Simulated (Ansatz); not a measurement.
`[BH2][GeH]([CH3])[F]` + H₂ → `[BH2][GeH2][F]` + CH₄  (hydrogenolysis of a Ge–C bond)

Program: Ansatz. Geometries: PBE0-D4/def2-TZVP. ΔE: electronic, gas phase. CBS: MP2 limit from def2 TZ/QZ plus the TZ coupled-cluster correction, frozen cores. This one scheme is used for every species. DFT in def2-TZVPP. B3LYP here is the variant with VWN-RPA as its local correlation; programs differ in this. For Ge outer-core shells are correlated without core-valence functions, which leaves a few kJ/mol of doubt a bond. Scalar relativity is left out up to krypton.

```
             level  ΔE (kcal/mol)  difference from CCSD(T)/CBS
            PBE-D4           -7.1                         -0.4
         r2SCAN-D4           -7.4                         -0.7
           PBE0-D4           -7.8                         -1.1
          B3LYP-D4           -8.2                         -1.5
           ωB97X-V           -7.9                         -1.2
               PBE           -8.2                         -1.5
            r2SCAN           -7.7                         -1.0
     HF/def2-TZVPP          -12.5                         -5.8
    MP2/def2-TZVPP           -5.7                          1.0
SCS-MP2/def2-TZVPP           -7.1                         -0.4
CCSD(T)/def2-TZVPP           -7.0                         -0.3
     HF/def2-QZVPP          -12.7                         -6.0
    MP2/def2-QZVPP           -5.5                          1.2
SCS-MP2/def2-QZVPP           -7.0                         -0.3
      HF/CBS(def2)          -12.7                         -6.0
     MP2/CBS(def2)           -5.3                          1.4
       CCSD(T)/CBS           -6.7                            0
```

Largest T1 diagnostic among the species: 0.012.

The D4 term adds +1.8 kcal/mol with B3LYP and +1.0 kcal/mol with PBE0; it sums over pairs of atoms, weighted by their polarisabilities, and B3LYP, whose exchange is more repulsive, gets the larger term. In def2-TZVPP, CCSD(T) changes the Hartree–Fock value by +5.5 kcal/mol (the triples alone add +1.0 kcal/mol) and MP2 by +6.8 kcal/mol.
